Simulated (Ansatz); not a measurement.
Geometry optimisation, Ansatz, RKS PBE/STO-3G.

Input:

```yaml
crystal:
  periodic: [false, false, false]
  atoms:
    - { symbol: C, position_ang: [-0.6796, -2.5771, -0.1064] }
    - { symbol: B, position_ang: [0.2699, -1.684, 0.7704] }
    - { symbol: C, position_ang: [0.0245, -0.1146, 0.9214] }
    - { symbol: S, position_ang: [1.5299, 0.7073, 1.7183] }
    - { symbol: Si, position_ang: [0.8394, 0.8536, -0.4065] }
    - { symbol: Si, position_ang: [-0.133, 2.8503, -0.7721] }
    - { symbol: H, position_ang: [-0.399, -3.5973, -0.0984] }
    - { symbol: H, position_ang: [-1.7184, -2.4182, 0.2789] }
    - { symbol: H, position_ang: [0.26058, -1.00376, -0.18148] }
    - { symbol: H, position_ang: [1.1663, -2.2216, 1.3528] }
    - { symbol: H, position_ang: [-0.9392, 0.245, 1.3139] }
    - { symbol: H, position_ang: [1.8296, 0.2295, -1.2705] }
    - { symbol: H, position_ang: [-1.141, 3.1454, 0.291] }
    - { symbol: H, position_ang: [0.8691, 3.8971, -0.7867] }
    - { symbol: H, position_ang: [-0.8396, 2.7762, -2.0561] }
basis:
  gaussian: { orbitals: STO-3G }
hamiltonian:
  xc: pbe
relax:
  f_tol: 0.02
  max_steps: 50
output:
  orbitals: {}
```

Launched with:

```bash
$ ansatz run input.yaml --threads 1 --pin off --max-ram 2048MiB --backend cpu --events-out ev --progress --plain --runs-dir out
```

Where does it end, and by what steps?

The run converged. Limits of this set-up: minimal basis. After 24 steps the energy has fallen by 6.269 eV; H9 moved furthest, 2.12 Å. Parted: B2–H9. Joined: C1–H9.

```
step  energy less start (eV)  largest force component (eV/Å)  accepted
   0                  0.0000                           5.614       yes
   1                 -2.0769                           2.321       yes
   2                 -2.8413                           1.987       yes
   3                 -3.4619                           1.935       yes
   4                 -4.1270                           2.009       yes
   5                 -4.7324                           2.232       yes
   6                 -5.2468                           1.793       yes
   7                 -5.6077                           1.156       yes
   8                 -5.9043                           0.745       yes
   9                 -6.0799                           0.521       yes
  10                 -6.1655                           0.669       yes
  11                 -6.2139                           0.501       yes
  12                 -6.2308                           0.591       yes
  13                 -6.2182                           0.457        no
  14                 -6.2604                           0.125       yes
  15                 -6.2653                           0.086       yes
  16                 -6.2660                           0.059       yes
  17                 -6.2677                           0.048       yes
  18                 -6.2642                           0.301        no
  19                 -6.2678                           0.068       yes
  20                 -6.2682                           0.043       yes
  21                 -6.2684                           0.032       yes
  22                 -6.2685                           0.021       yes
  23                 -6.2685                           0.031       yes
  24                 -6.2685                           0.008       yes
```

```xyz
15
Properties=species:S:1:pos:R:3
C -0.690 -2.471 -0.018
B 0.443 -1.539 0.574
C 0.147 -0.155 1.134
S 1.399 0.819 2.131
Si 1.077 1.152 0.084
Si -0.123 2.879 -0.734
H -0.751 -3.396 0.593
H -1.696 -2.016 -0.034
H -0.443 -2.809 -1.043
H 1.563 -1.918 0.525
H -0.904 0.123 1.346
H 2.090 0.615 -0.822
H -1.166 3.266 0.203
H 0.738 4.028 -0.972
H -0.745 2.509 -1.998
```

The run took 110 s on 1 thread of Arm Neoverse V1, with other jobs on the host, peak memory 0.24 GiB.
